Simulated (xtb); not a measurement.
CuF, charge +1, quartet, at a GFN2-xTB geometry of the parent state (such geometries of metal compounds can be far from the true shape) (a state made from the parent by changing its charge; the spin is typed, not shown lowest); GFN1-xTB in xtb.

Here is a job for xtb.
```
$ xtb mol.xyz --gfn 1 --chrg 1 --uhf 3 --json

# file mol.xyz
2

Cu    -0.00000000    -0.00000000    -0.40615773
F      0.00000000     0.00000000     1.30873047
```

The log (banner, timings and long lists left out):

```
   ID    Z sym.   atoms
    1   29 Cu     1
    2    9 F      2

           -------------------------------------------------
          |                Calculation Setup                |
           -------------------------------------------------

           -------------------------------------------------
          |                 G F N 1 - x T B                 |
           -------------------------------------------------

          ...................................................
          :                      SETUP                      :
          :.................................................:
          :  # basis functions                  14          :
          :  # atomic orbitals                  13          :
          :  # shells                            5          :
          :  # electrons                        17          :
          :  # halogen bonds                     0          :
          :  max. iterations                   250          :
          :  Hamiltonian                  GFN1-xTB          :
          :  restarted?                      false          :
          :  GBSA solvation                  false          :
          :  PC potential                    false          :
          :  electronic temp.          300.0000000     K    :
          :  accuracy                    1.0000000          :
          :  -> integral cutoff          0.2500000E+02      :
          :  -> integral neglect         0.1000000E-07      :
          :  -> SCF convergence          0.1000000E-05 Eh   :
          :  -> wf. convergence          0.2000000E-04 e    :
          :  Broyden damping             0.4000000          :
          :  net charge                          1          :
          :  unpaired electrons                  3          :
          ...................................................

 iter      E             dE          RMSdq      gap      omega  full diag
   1     -8.8950486 -0.889505E+01  0.935E+00    3.72       0.0  T
   2     -8.9651245 -0.700759E-01  0.482E+00    3.72       1.0  T
   3     -8.9643932  0.731335E-03  0.218E+00    3.71       1.0  T
   4     -8.9608300  0.356320E-02  0.144E+00    3.72       1.0  T
   5     -8.9657892 -0.495916E-02  0.841E-02    3.72       1.0  T
   6     -8.9657848  0.436564E-05  0.864E-02    3.72       1.0  T
   7     -8.9657991 -0.143360E-04  0.146E-02    3.72       4.8  T
   8     -8.9657995 -0.373359E-06  0.208E-03    3.72      34.0  T
   9     -8.9657995 -0.636930E-08  0.102E-03    3.72      69.3  T
  10     -8.9657995 -0.198014E-08  0.172E-06    3.72   41190.7  T
  11     -8.9657995 -0.142109E-13  0.485E-10    3.72  100000.0  T

   *** convergence criteria satisfied after 11 iterations ***

         :::::::::::::::::::::::::::::::::::::::::::::::::::::
         ::                     SUMMARY                     ::
         :::::::::::::::::::::::::::::::::::::::::::::::::::::
         :: total energy              -8.963421855501 Eh    ::
         :: gradient norm              0.021467058405 Eh/a0 ::
         :: HOMO-LUMO gap              3.716905167859 eV    ::
         ::.................................................::
         :: SCC energy                -8.965799519461 Eh    ::
         :: -> electrostatic           0.162451387871 Eh    ::
         :: repulsion energy           0.002509005085 Eh    ::
         :: dispersion energy         -0.000131341124 Eh    ::
         :: halogen bond corr.         0.000000000000 Eh    ::
         :: add. restraining           0.000000000000 Eh    ::
         :: total charge               1.000000000000 e     ::
         :::::::::::::::::::::::::::::::::::::::::::::::::::::

           -------------------------------------------------
          |                Property Printout                |
           -------------------------------------------------

    * Orbital Energies and Occupations

         #    Occupation            Energy/Eh            Energy/eV
      -------------------------------------------------------------
         1        2.0000           -1.0299540             -28.0265
         2        2.0000           -0.7511724             -20.4404
         3        2.0000           -0.7426257             -20.2079
         4        2.0000           -0.7426257             -20.2079
         5        1.9988           -0.6842255             -18.6187
         6        1.9988           -0.6842255             -18.6187
         7        1.5012           -0.6778364             -18.4449
         8        1.5012           -0.6778364             -18.4449
         9        1.0000           -0.6674145             -18.1613
        10        1.0000           -0.5657527             -15.3949 (HOMO)
        11                         -0.4291590             -11.6780 (LUMO)
        12                         -0.4291590             -11.6780
        13                         -0.1655030              -4.5036
      -------------------------------------------------------------
                  HL-Gap            0.1365938 Eh            3.7169 eV
             Fermi-level           -0.5876438 Eh          -15.9906 eV

  Mulliken/CM5 charges         n(s)   n(p)   n(d)
     1Cu    1.32317  1.40475   0.959  0.511  8.207
     2F    -0.32317 -0.40475   1.805  5.519  0.000

Wiberg/Mayer (AO) data.
largest (>0.10) Wiberg bond orders for each atom

 ---------------------------------------------------------------------------
     #   Z sym  total        # sym  WBO       # sym  WBO       # sym  WBO
 ---------------------------------------------------------------------------
     1  29 Cu   1.105 --     2 F    1.105
     2   9 F    1.105 --     1 Cu   1.105
 ---------------------------------------------------------------------------

Topologies differ in total number of bonds
Writing topology from bond orders to xtbtopo.mol

 dipole moment from electron density (au)
     X       Y       Z
  -0.0000   0.0000  -1.3352  total (Debye):    3.394

           -------------------------------------------------
          | TOTAL ENERGY               -8.963421855501 Eh   |
          | GRADIENT NORM               0.021467058405 Eh/α |
          | HOMO-LUMO GAP               3.716905167859 eV   |
           -------------------------------------------------

normal termination of xtb
```
